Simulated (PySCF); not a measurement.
# The Tc–O bond energy of TcO₃

All numbers come from PBE0 in PySCF with Tc def2-TZVP with ECP28, O def2-TZVP; scalar-relativistic core potentials, no spin–orbit coupling; density-fitted integrals.

Each entry is the lowest minimum that a search over a few typed start shapes (and spin states, where more than one is plausible) found, or that minimum re-optimised at the stated level; isomers with ligand–ligand bonds, or fragments after loss of a ligand pair, can lie lower.

Total energies (Eh), which compare only within these settings: O atom -75.01862.

| species | 2S+1 | group | E (Eh) | ZPE (kJ/mol) |
| --- | --- | --- | --- | --- |
| TcO₂ | 4 | C2v | -231.13362 | 13.9 |
| TcO₃ | 2 | C3v | -306.35595 | 23.8 |

(1) What are De and D0 for TcO₃ → TcO₂ + O?

## Answers

(1) De = [(-231.13362) + (-75.01862) − (-306.35595)] × 2625.5 = 535 kJ/mol. The zero-point energy changes by -9.9 kJ/mol, so D0 = 525 kJ/mol.

Atoms and open shells are unrestricted, without spin–orbit or basis-set superposition corrections.

One determinant describes each species, so states of open d or f shells may be missed.
